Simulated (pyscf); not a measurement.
Structures and frequencies: ωB97X-D3(BJ)/def2-SVP in PySCF. MP2 and CC: frozen core, UHF for open shells. ΔMP2 is the change of the MP2 total energy from the triple- to the quadruple-zeta basis.

Task: Estimate by transition-state theory (the high-pressure limit) the rate constant of `[NH][NH][SiH3]` [doublet] → `[NH2][N][SiH3]` [doublet] (doublet surface; H–N broken, H–N formed) at 1200 K, with CCSD(T)/def2-TZVPP + ΔMP2(QZVPP) energies (ideal gas, 1 atm, RRHO with modes under 100 cm⁻¹ raised to 100, one conformer, R ln 2 for chiral ones without a mode under 150 cm⁻¹; no tunnelling).

Result: The electronic barrier is 55.5 kcal/mol and the thermal terms add -2.7, so ΔG‡ = 52.8 kcal/mol. With k_BT/h = 2.50e+13 s⁻¹ and RT = 2.385 kcal/mol, k = 6.1e+03 s⁻¹, a half-life of 1.1e-04 s through this channel alone. Wigner's tunnelling factor for 2086i cm⁻¹ would be 1.26. A shift of 1 kcal/mol in the barrier changes k by a factor 1.5. •HN–NH–SiH₃ lies 46.1 kcal/mol over its isomer H₂N–SiH•–NH₂ (electronic energy, ωB97M-D3(BJ)). H₂N–N•–SiH₃ lies 47.6 kcal/mol over its isomer H₂N–SiH•–NH₂ (electronic energy, ωB97M-D3(BJ)). One saddle was located; it need not be the lowest between these sides. The CCSD(T) − MP2 part came from Ansatz, without density fitting, on the same reference.
